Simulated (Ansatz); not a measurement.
Cs2+, multiplicity 2 (lowest of 2S+1 = 2, 4 at CCSD(T)/def2-TZVPP on PBE0 minima; our sources give no spin for the ground state, which may be another), most abundant isotopes (132.9055 and 132.9055 u). Constants from fifth-degree fits in 1/R to seven points on the lowest solution found; no spin–orbit coupling, no relativity up to Kr; ω_e x_e and α_e move by some per cent with the fit.

Correlated levels freeze the inner cores; with def2 sets outer-core shells near the valence are correlated too.

Run with Ansatz (a program for electronic structure) with Gaussian orbitals.  In def2 rows elements past Kr take small-core potentials, without spin–orbit coupling.

| level | r_e (Å) | ω_e (cm⁻¹) | ω_e x_e (cm⁻¹) | α_e (cm⁻¹) |
|---|---|---|---|---|
| PBE/def2-TZVPP | 5.4236 | 28.0 | 0.0728 | 2.74e-5 |
| CCSD(T)/def2-QZVPP | 5.3328 | 32.8 | 0.0404 | 1.53e-5 |

Question: Derive the rotational constants, the centrifugal constant, the fundamental, the zero-point energy and the force constant.

Answer: 
μ = 66.45273 u.
- PBE/def2-TZVPP: B_e = 16.8576/(μ r_e²) = 0.0086240 cm⁻¹; B₀ = B_e − α_e/2 = 0.0086103 cm⁻¹; D = 4B_e³/ω_e² = 3.26e-09 cm⁻¹; fundamental ω_e − 2ω_e x_e = 28 cm⁻¹; zero-point energy ω_e/2 − ω_e x_e/4 = 14 cm⁻¹; k = μ(2πcω_e)² = 3.08 N/m
- CCSD(T)/def2-QZVPP: B_e = 16.8576/(μ r_e²) = 0.0089202 cm⁻¹; B₀ = B_e − α_e/2 = 0.0089125 cm⁻¹; D = 4B_e³/ω_e² = 2.65e-09 cm⁻¹; fundamental ω_e − 2ω_e x_e = 33 cm⁻¹; zero-point energy ω_e/2 − ω_e x_e/4 = 16 cm⁻¹; k = μ(2πcω_e)² = 4.20 N/m
